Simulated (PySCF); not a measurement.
C4H3Cl2F, SMILES C#C[C@H](F)C(Cl)Cl.

Coordinates come from a B3LYP-D3(BJ)/def2-SVP optimisation. The structure was generated by enumeration; whether it is a known compound was not checked. Other conformers were not sampled.

The numbers are results of TDA-LC-ωPBE/def2-SVPD (PySCF 2.14.0), not measurements.

Vertical excitations. Gas-phase values at a fixed geometry.

```
state  energy (eV)  λ (nm)      f                                                                    main pairs
-----  -----------  ------  -----  ----------------------------------------------------------------------------
S1            6.24     199  0.000                            HOMO→LUMO 29 %, HOMO→LUMO+1 27 %, HOMO→LUMO+3 22 %
S2            6.78     183  0.002      HOMO→LUMO+5 18 %, HOMO−1→LUMO 17 %, HOMO−1→LUMO+1 15 %, HOMO→LUMO+2 13 %
S3            6.98     178  0.000  HOMO−1→LUMO+5 37 %, HOMO−1→LUMO+2 26 %, HOMO−1→LUMO+4 6 %, HOMO−1→LUMO+6 6 %
S4            7.31     170  0.000       HOMO−2→LUMO 38 %, HOMO−2→LUMO+1 13 %, HOMO−3→LUMO 11 %, HOMO−4→LUMO 6 %
S5            7.40     167  0.012     HOMO−3→LUMO 35 %, HOMO−3→LUMO+1 14 %, HOMO−2→LUMO 10 %, HOMO−2→LUMO+1 7 %
S6            7.57     164  0.000    HOMO−4→LUMO 20 %, HOMO−2→LUMO+1 14 %, HOMO−4→LUMO+1 9 %, HOMO−2→LUMO+3 9 %
S7            7.79     159  0.003   HOMO−5→LUMO 22 %, HOMO−3→LUMO+3 11 %, HOMO−3→LUMO+1 10 %, HOMO−5→LUMO+1 8 %
S8            8.63     144  0.006       HOMO−2→LUMO 17 %, HOMO−4→LUMO 16 %, HOMO−2→LUMO+1 14 %, HOMO−1→LUMO 8 %
S9            8.75     142  0.019          HOMO→LUMO 19 %, HOMO−5→LUMO 12 %, HOMO−2→LUMO 8 %, HOMO−3→LUMO+1 8 %
S10           8.91     139  0.043          HOMO→LUMO+2 29 %, HOMO→LUMO+4 28 %, HOMO→LUMO+1 9 %, HOMO→LUMO+6 6 %
T1            5.04     246      0    HOMO−1→LUMO+1 18 %, HOMO−1→LUMO 17 %, HOMO−1→LUMO+3 16 %, HOMO→LUMO+5 12 %
T2            5.54     224      0         HOMO→LUMO 23 %, HOMO→LUMO+1 22 %, HOMO→LUMO+3 19 %, HOMO−1→LUMO+5 8 %
T3            5.67     219      0        HOMO→LUMO+5 28 %, HOMO→LUMO+2 17 %, HOMO−1→LUMO 9 %, HOMO−1→LUMO+1 8 %
T4            6.45     192      0                                          HOMO−3→LUMO 39 %, HOMO−3→LUMO+1 15 %
```
Triplets are in the Tamm–Dancoff approximation.
